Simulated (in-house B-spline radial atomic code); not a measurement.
Ionising Hg IX (Hg8+) with different functionals

Computed with a radial B-spline atomic code at the basis-set limit: four-component Dirac-Coulomb Hamiltonian, Fermi nucleus of rms radius 5.4648 fm, spin-restricted, spherical fractional occupations for the functionals, and exact exchange of hybrids averaged over the configuration. The ionisation energy is the difference of two self-consistent energies, [Xe] 4f14 5d4 → [Xe] 4f14 5d3, without Breit or QED terms; ε is the level of the shell that loses the electron (mean over j). The electron is taken from both j subshells in proportion to 2j + 1, so the result is a j average, not the step between ground levels.

```json
{"method": "B3LYP", "rung": "global hybrid", "ΔSCF (eV)": "133.45", "-ε(5d) (eV)": "126.25"}
{"method": "BHandHLYP", "rung": "global hybrid", "ΔSCF (eV)": "133.31", "-ε(5d) (eV)": "129.06"}
{"method": "PBE0", "rung": "global hybrid", "ΔSCF (eV)": "?", "-ε(5d) (eV)": "?"}
{"method": "HSE06", "rung": "range-separated hybrid", "ΔSCF (eV)": "?", "-ε(5d) (eV)": "?"}
```

**Question.** What does PBE0 give?

**Answer.** ΔSCF 133.43 eV, and -ε(5d) = 126.73 eV.

**Question.** What does HSE06 give?

**Answer.** ΔSCF 133.35 eV, and -ε(5d) = 126.24 eV.

**Question.** Among the functionals, which spreads more, the ΔSCF values or the orbital energies?

**Answer.** The orbital energies: ΔSCF values span about 0.14 eV and the orbital energies 2.82 eV; here energy differences depend much less on the functional than eigenvalues do.

**Question.** How do they compare with the NIST value?

**Answer.** NIST lists 134 eV ± 2.2 (tabulated theory, ground level to ground level). Errors run from -0.69 to -0.55 eV; all lie within about twice that uncertainty, so the table can't rank the methods.
